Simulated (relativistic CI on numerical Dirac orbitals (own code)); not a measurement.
What each ingredient does to the levels of Ta47+

Base calculation: Dirac-Coulomb-Breit CI, orbitals from a KLI potential per configuration, model QED, unscaled Slater integrals.

Configurations in the expansion (outside the closed core [Ne]): 3s2.3p6.3d8, 3s2.3p5.3d9, 3s2.3p4.3d10, 3s.3p6.3d9, 3p6.3d10, 3s.3p5.3d10, 3s2.3p6.3d7.4s, 3s2.3p6.3d7.4p, 3s2.3p4.3d9.4s, 3s2.3p6.3d7.4d, 3s2.3p4.3d9.4p, 3s2.3p5.3d8.4s, 3s2.3p6.3d7.4f, 3s2.3p4.3d9.4d, 3s.3p5.3d9.4s, 3s2.3p5.3d8.4p, 3s.3p5.3d9.4p, 3s2.3p6.3d6.4s2, 3s2.3p5.3d8.4d, 3s.3p5.3d9.4d, 3s.3p6.3d8.4s, 3p6.3d9.4s, 3s2.3p6.3d6.4s.4p, 3s2.3p5.3d8.4f, 3s2.3p6.3d7.5s, 3p6.3d9.4p, 3s.3p6.3d8.4p, 3s2.3p6.3d6.4p2, 3s2.3p6.3d6.4s.4d, 3s2.3p6.3d7.5p, 3s2.3p5.3d7.4s2, 3s2.3p6.3d7.5d, 3p6.3d9.4d, 3s2.3p6.3d6.4p.4d, 3s.3p6.3d8.4d, 3s2.3p6.3d7.5f. Levels of other configurations are missing.

The lowest level and the first level of each name with at least 55 % of one term (blank where a level has no safe partner in the second run):

```tsv
Level	Base (eV)	Shift (eV)
3s2.3p6.3d8 3F_4	0.00	0.00
3s2.3p6.3d8 3F_3	60.89	+0.01
3s2.3p6.3d8 3P_1	75.46	+0.01
3s2.3p6.3d8 1G_4	75.74	+0.01
3s2.3p6.3d8 3F_2	128.78	+0.02
3s2.3p5.3d9 3F°_4	417.37	-0.14
3s2.3p5.3d9 3D°_3	442.27	-0.14
3s2.3p5.3d9 3P°_0	500.63	-0.14
3s2.3p5.3d9 3F°_3	503.08	-0.14
3s2.3p5.3d9 3F°_2	773.06	-0.14
3s2.3p4.3d10 3P_2	863.41	-0.15
3s2.3p4.3d10 1S_0	886.27	-0.14
3s.3p6.3d9 3D_3	951.59	-0.03
3s.3p6.3d9 3D_1	1015.35	-0.04
```

At this charge energies of transitions that change n are usually good to better than 1 %, and those within a shell (Δn = 0) to a few per cent.

One thing was changed in a second run, which moved the levels as shown. Which?
A. one mean potential for all configurations
B. QED terms removed
C. Breit term removed
D. configuration mixing switched off

A. One mean potential for all configurations. One potential for all configurations removes the relaxation of the orbitals, which moves whole configurations and changes the integrals a little.

LS names give the leading component of a level, which can be under half, so a name can repeat, a term be missing and a line seem to break the LS rules.
